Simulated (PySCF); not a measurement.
## Partial charges of `CC(=O)O[C@@H]1[C@H]2C[C@@H]3[C@H]2[C@@H]31`

Compound: C8H10O2.
SMILES with atom numbers: `[CH3:1][C:2](=[O:3])[O:4][C@@H:5]1[C@H:6]2[CH2:7][C@@H:8]3[C@H:9]2[C@H:10]13` (hydrogens: H11, H12, H13 on C1; H14 on C5; H15 on C6; H16, H17 on C7; H18 on C8; H19 on C9; H20 on C10)

Geometry (PBE0-D3(BJ)/def2-SVP, Å), atoms numbered from 1 in this order:
```
atom  x, y, z in Å
C1     3.4280   -0.2703   -0.4224
C2     2.1543    0.4142   -0.0195
O3     2.0487    1.2427    0.8456
O4     1.1223   -0.0177   -0.7600
C5    -0.1422    0.5667   -0.4750
C6    -0.8239   -0.0594    0.7567
C7    -2.1924    0.6441    0.8016
C8    -2.4865   -0.0899   -0.4961
C9    -1.4486   -1.1348   -0.2085
C10   -1.1932   -0.1335   -1.3018
H11    4.2548    0.0982    0.1943
H12    3.6335   -0.0810   -1.4858
H13    3.3195   -1.3579   -0.3019
H14   -0.0495    1.6651   -0.4997
H15   -0.2373   -0.2366    1.6648
H16   -2.1962    1.7476    0.8106
H17   -2.8163    0.2653    1.6242
H18   -3.4481   -0.2252   -0.9955
H19   -1.4803   -2.2231   -0.2142
H20   -1.1916   -0.2933   -2.3813
```

Density: PBE0/pcSseg-1 (PySCF); schemes: Mulliken, IAO, Hirshfeld and ESP-fitted. Geometry: PBE0-D3(BJ)/def2-SVP, one conformer, isolated molecule.

Task: Give the atomic charges in each scheme.

Result: In e; atoms taken as equivalent share a row and are averaged (×n: the atom named and its like, n in all):

| atom | environment | Mulliken | IAO | Hirshfeld | ESP-fitted |
| --- | --- | --- | --- | --- | --- |
| C1 | methyl carbon next to a carbonyl | -0.242 | -0.469 | -0.121 | -0.647 |
| C2 | ester carbonyl carbon | +0.358 | +0.528 | +0.216 | +0.867 |
| O3 | ester carbonyl oxygen | -0.411 | -0.467 | -0.262 | -0.577 |
| O4 | ester single-bonded oxygen | -0.461 | -0.350 | -0.101 | -0.464 |
| C5 | sp3 carbon bound to oxygen | +0.244 | +0.081 | +0.039 | +0.252 |
| C6 | sp3 carbon at a ring junction | -0.270 | -0.118 | -0.027 | -0.116 |
| C7 | four-membered-ring carbon | -0.001 | -0.254 | -0.068 | -0.252 |
| C8 | sp3 carbon at a ring junction | -0.204 | -0.139 | -0.043 | -0.135 |
| C9 | sp3 carbon at a ring junction | -0.068 | -0.157 | -0.052 | -0.097 |
| C10 | sp3 carbon at a ring junction | -0.135 | -0.150 | -0.056 | -0.260 |
| H11/H12/H13 | methyl hydrogen | +0.144 | +0.168 | +0.056 | +0.180 |
| H14 | methine hydrogen | +0.117 | +0.128 | +0.032 | +0.079 |
| H15 | methine hydrogen | +0.115 | +0.146 | +0.042 | +0.134 |
| H16 | methylene hydrogen | +0.122 | +0.122 | +0.036 | +0.108 |
| H17 | methylene hydrogen | +0.127 | +0.140 | +0.043 | +0.126 |
| H18 | methine hydrogen | +0.099 | +0.146 | +0.050 | +0.140 |
| H19 | methine hydrogen | +0.076 | +0.156 | +0.053 | +0.129 |
| H20 | methine hydrogen | +0.101 | +0.151 | +0.051 | +0.171 |

Mean size of the charges over all atoms: ESP-fitted 0.255 e, IAO 0.210 e, Mulliken 0.179 e, Hirshfeld 0.073 e. Each set sums to the total charge, 0, to within 0.001 e. The Mulliken scheme counts on each atom the diagonal of the density matrix times the overlap matrix over that atom's basis functions. The Hirshfeld scheme weights the molecular density at each point by an atom's share of the summed free-atom densities.

Lowest charge. The schemes don't all agree: Mulliken O4 (-0.461); IAO C1 (-0.469); Hirshfeld O3 (-0.262); ESP-fitted C1 (-0.647).

Highest charge. All schemes agree: Mulliken C2 (+0.358); IAO C2 (+0.528); Hirshfeld C2 (+0.216); ESP-fitted C2 (+0.867).

Task: How closely do the schemes follow one another over all atoms?

Result: Correlation coefficient and root-mean-square difference: IAO with ESP-fitted 0.97, 0.105 e; IAO with Hirshfeld 0.96, 0.158 e; Hirshfeld with ESP-fitted 0.95, 0.242 e; Mulliken with IAO 0.90, 0.109 e; Mulliken with ESP-fitted 0.89, 0.169 e; Mulliken with Hirshfeld 0.88, 0.138 e.

Task: How many electrons does the Mulliken scheme count on C1?

Result: Z − q = 6 − (-0.242) = 6.242.

Task: Sum the charges by element.

Result: 
```tsv
element	atoms	Mulliken	IAO	Hirshfeld	ESP-fitted
C	8	-0.319	-0.678	-0.113	-0.389
O	2	-0.872	-0.816	-0.363	-1.040
H	10	+1.190	+1.494	+0.476	+1.429
```
